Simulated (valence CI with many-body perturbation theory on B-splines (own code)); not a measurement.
## Forbidden lines of Cd27+

Level of theory: configuration interaction combined with many-body perturbation theory (CI+MBPT): three valence electrons over a frozen Dirac-Fock core [Ar], radial functions for each j: 9 s, 9 p, 10 d, 8 f, 5 g, 3 h, 1 i, with the one-electron correlation potential Σ1, the two-electron term Σ2, the three-electron term Σ3, Breit, model QED; selected CI, second order for the rest (own B-spline code, finite nucleus).

No measured spectrum was set against this ion. As an estimate, large intervals hold to a few tenths of a per cent, small ones and those within an open d or f shell to about a per cent. Only levels of the ground parity were solved; by the run's estimate the other parity begins above the list, which can be wrong where configurations are misplaced.

Lines 1 to 50 of 70 in falling wavelength, among levels below 363090 cm⁻¹, chosen from the decays that carry over 1 % of a level's rate. Wavelengths and rates use the calculated energies. Weak lines are less certain than strong ones. Lines between different terms over intervals too small for the method are left out, as are lines whose strength nearly cancels. The highest levels of a list are the least certain. Branching is blank where the lifetime is uncertain.

Names give the largest LS component (configuration and term), which can be under half, so a name can repeat, a term be missing and a line seem to break the LS rules; names also repeat where a configuration has a term twice. Letters in brackets count levels of one name in rising energy.

```tsv
λ vac (Å)	Upper	Lower	Type	A (s⁻¹)	Branch %
6925	3d³ ⁴P_1/2	3d³ ⁴P_3/2	M1	7.98e+01	7.9
6364	3d³ ⁴F_9/2	3d³ ⁴F_7/2	M1	6.47e+01	100.0
3460	3d³ ⁴F_7/2	3d³ ⁴F_5/2	M1	7.87e+02	100.0
2925	3d³ ²G_9/2	3d³ ²H_11/2	M1	1.76e+02	1.3
2789	3d³ ²D_5/2 [a]	3d³ ²D_3/2 [a]	M1	4.15e+02	5.3
2411	3d³ ²P_3/2	3d³ ²D_5/2 [a]	M1	1.67e+02	1.1
2393	3d³ ⁴F_5/2	3d³ ⁴F_3/2	M1	2.59e+03	100.0
2310	3d³ ⁴P_3/2	3d³ ⁴F_5/2	M1	3.89e+02	10.1
2233	3d³ ²H_11/2	3d³ ²H_9/2	M1	6.04e+02	23.5
1819	3d³ ²D_5/2 [a]	3d³ ⁴P_5/2	M1	3.38e+02	4.3
1770	3d³ ²H_9/2	3d³ ⁴F_9/2	M1	2.92e+03	53.9
1617	3d³ ⁴P_5/2	3d³ ⁴P_3/2	M1	2.21e+03	73.9
1529	3d³ ²G_7/2	3d³ ⁴F_7/2	M1	2.06e+03	23.6
1519	3d³ ²D_5/2 [a]	3d³ ²G_7/2	M1	1.25e+02	1.6
1502	3d³ ²D_3/2 [a]	3d³ ⁴P_1/2	M1	1.39e+03	8.3
1489	3d³ ²P_3/2	3d³ ²P_1/2	M1	2.35e+03	15.0
1385	3d³ ²H_9/2	3d³ ⁴F_7/2	M1	2.49e+03	46.1
1312	3d³ ⁴P_5/2	3d³ ⁴F_7/2	M1	2.88e+02	9.6
1303	3d³ ²P_1/2	3d³ ⁴P_1/2	M1	7.70e+03	94.8
1293	3d³ ²P_3/2	3d³ ²D_3/2 [a]	M1	4.43e+03	28.2
1266	3d³ ²G_9/2	3d³ ²H_9/2	M1	5.68e+03	43.0
1235	3d³ ²D_3/2 [a]	3d³ ⁴P_3/2	M1	7.63e+03	45.6
1201	3d³ ²F_5/2	3d³ ⁴P_5/2	M1	1.83e+03	34.9
1176	3d³ ⁴P_3/2	3d³ ⁴F_3/2	M1	3.48e+03	89.9
1166	3d³ ²G_9/2	3d³ ²G_7/2	M1	6.17e+03	46.6
1128	3d³ ²F_7/2	3d³ ⁴P_5/2	M1	1.08e+02	2.0
1097	3d³ ²P_1/2	3d³ ⁴P_3/2	M1	1.60e+02	2.0
1063	3d³ ²F_5/2	3d³ ²G_7/2	M1	5.81e+02	11.1
1060	3d³ ²G_7/2	3d³ ⁴F_5/2	M1	6.64e+03	76.2
1037	3d³ ²P_3/2	3d³ ⁴P_5/2	M1	4.78e+03	30.4
1019	3d³ ²D_3/2 [b]	3d³ ²P_3/2	M1	4.58e+02	
1005	3d³ ²F_7/2	3d³ ²G_7/2	M1	1.30e+03	24.4
1005	3d³ ⁴P_1/2	3d³ ⁴F_3/2	M1	9.23e+02	91.9
987.2	3d³ ²H_11/2	3d³ ⁴F_9/2	M1	1.97e+03	76.5
951.1	3d³ ⁴P_5/2	3d³ ⁴F_5/2	M1	3.87e+02	12.9
945.8	3d³ ²D_5/2 [b]	3d³ ²P_3/2	M1	5.44e+02	1.7
897.9	3d³ ²D_3/2 [b]	3d³ ²F_5/2	M1	3.34e+03	
880.7	3d³ ²D_5/2 [b]	3d³ ²F_7/2	M1	3.42e+03	10.9
855.8	3d³ ²D_5/2 [a]	3d³ ⁴P_3/2	M1	8.29e+02	10.5
840.6	3d³ ²D_5/2 [b]	3d³ ²F_5/2	M1	7.53e+03	24.0
804.6	3d³ ²D_3/2 [a]	3d³ ⁴F_5/2	M1	5.95e+03	35.6
762.0	3d³ ²D_5/2 [a]	3d³ ⁴F_7/2	M1	5.06e+03	64.1
738.1	3d³ ²G_9/2	3d³ ⁴F_9/2	M1	2.01e+02	1.5
716.2	3d³ ²D_3/2 [b]	3d³ ²D_5/2 [a]	M1	5.56e+03	
689.1	3d³ ²F_5/2	3d³ ⁴P_3/2	M1	1.27e+03	24.1
680.6	3d³ ⁴P_5/2	3d³ ⁴F_3/2	M1	1.07e+02	3.6
679.3	3d³ ²D_5/2 [b]	3d³ ²D_5/2 [a]	M1	5.73e+02	1.8
670.3	3d³ ²F_7/2	3d³ ⁴F_9/2	M1	2.50e+03	47.1
661.4	3d³ ²G_9/2	3d³ ⁴F_7/2	M1	1.00e+03	7.6
631.6	3d³ ²P_3/2	3d³ ⁴P_3/2	M1	7.63e+02	4.9
```
